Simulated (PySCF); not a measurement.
**Mayer bond orders and bond lengths**

trans-1,4-dimethylcyclohexane, C8H16.
Numbering: `[CH3:1][C@H:2]1[CH2:3][CH2:4][C@H:5]([CH3:6])[CH2:7][CH2:8]1` (hydrogens: H9, H10, H11 on C1; H12 on C2; H13, H14 on C3; H15, H16 on C4; H17 on C5; H18, H19, H20 on C6; H21, H22 on C7; H23, H24 on C8)

Structure used (GFN2-xTB), in Å, numbered top down from 1:
```
atom  x, y, z in Å
C1    -2.8955    0.3781   -0.0907
C2    -1.4281    0.0928   -0.3966
C3    -0.5696    1.3370   -0.1681
C4     0.8995    1.0534   -0.4678
C5     1.4272   -0.0915    0.3974
C6     2.8948   -0.3765    0.0909
C7     0.5682   -1.3354    0.1688
C8    -0.9006   -1.0516    0.4691
H9    -3.0167    0.6715    0.9500
H10   -3.2687    1.1843   -0.7186
H11   -3.5034   -0.5060   -0.2694
H12   -1.3412   -0.2005   -1.4493
H13   -0.6723    1.6563    0.8721
H14   -0.9237    2.1524   -0.8035
H15    1.4922    1.9541   -0.2906
H16    1.0090    0.7849   -1.5215
H17    1.3410    0.2013    1.4504
H18    3.0158   -0.6717   -0.9494
H19    3.5023    0.5085    0.2677
H20    3.2685   -1.1815    0.7201
H21    0.6701   -1.6542   -0.8716
H22    0.9230   -2.1510    0.8034
H23   -1.0100   -0.7829    1.5228
H24   -1.4935   -1.9519    0.2919
```

Bond orders from the PBE0/pcSseg-1 density (PySCF). Isolated species at its GFN2-xTB geometry (one conformer only).

(1) How far do the computed orders between heavy atoms stray from the drawn ones?

(2) Set the Mayer orders of the bonds between heavy atoms beside their lengths.

## Answers

(1) The largest departure is 0.055, at C3–C4 (drawn single, 1.055), C7–C8 (drawn single, 1.055), C1–C2 (drawn single, 1.053) and C5–C6 (drawn single, 1.053).

(2) 
| bond | drawn as | length (Å) | Mayer order |
| --- | --- | --- | --- |
| C1–C2 | single | 1.526 | 1.053 |
| C2–C3 | single | 1.529 | 1.000 |
| C3–C4 | single | 1.526 | 1.055 |
| C4–C5 | single | 1.529 | 1.000 |
| C5–C6 | single | 1.526 | 1.053 |
| C5–C7 | single | 1.529 | 1.000 |
| C7–C8 | single | 1.526 | 1.055 |
| C8–C2 | single | 1.529 | 1.000 |

By pair of heavy elements: C–C: lowest C2–C3, C4–C5, C5–C7 and 1 more (1.000, 1.529 Å), highest C3–C4, C7–C8, C1–C2 and 1 more (1.055, 1.526 Å). Bonds named together lie within 0.004.

And the bonds to hydrogen?

C–H: 0.94 to 0.96 (16 bonds).

Sum the orders of all bonds at each heavy atom with more than one neighbour and set the sums beside the valence in the SMILES.

C1 3.945 (drawn 4), C2 3.989 (drawn 4), C3 3.948 (drawn 4), C4 3.948 (drawn 4), C5 3.989 (drawn 4), C6 3.945 (drawn 4), C7 3.948 (drawn 4), C8 3.948 (drawn 4). Orders between atoms that aren't bonded are not in these sums.

Mayer orders depend on the basis set.

The run behind these numbers computed NMR shieldings as well. Hardware: one thread of an Arm Neoverse N1, shared host. Cost: 70 s.
